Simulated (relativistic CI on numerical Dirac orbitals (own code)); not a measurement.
Computed by Dirac-Coulomb-Breit CI, separate exchange-only KLI orbitals for each configuration, QED by a radiative potential, unscaled Slater integrals (own radial code, finite nucleus).

The strongest absorption lines from the ground level of an ion, among the configurations computed and to levels below about 16500 eV (vacuum wavelength in nm, gf): 0.07550 (0.097), 0.07654 (0.063), 0.08801 (7.7e-05), 0.09785 (0.33), 0.10094 (0.0004), 0.10215 (0.27), 0.60250 (0.28), 5.6042 (0.0086).

**Question.** Which ion is it?
A. Ac85+
B. Ir73+
C. Ir75+
D. Lu67+

**Answer.** B. Ir73+ has 4 electrons and the ground level 2s² ¹S0; the strongest line goes to 2s3p ¹P°1. The pattern of lines fixes the number of electrons, and along that sequence the line energies rise steadily with the charge (about as its square where n changes within one kind of shell, about linearly where n is kept but much faster in heavy ions where fine structure, which grows about as Z⁴, sets the gap, and irregularly where shells cross), which fixes Z. Configurations outside the model, such as inner-shell arrays, can give stronger lines. At this charge energies of transitions that change n are usually good to better than 1 %, and those within a shell (Δn = 0) to a few per cent.

LS names give the leading component of a level, which can be under half, so a name can repeat, a term be missing and a line seem to break the LS rules.
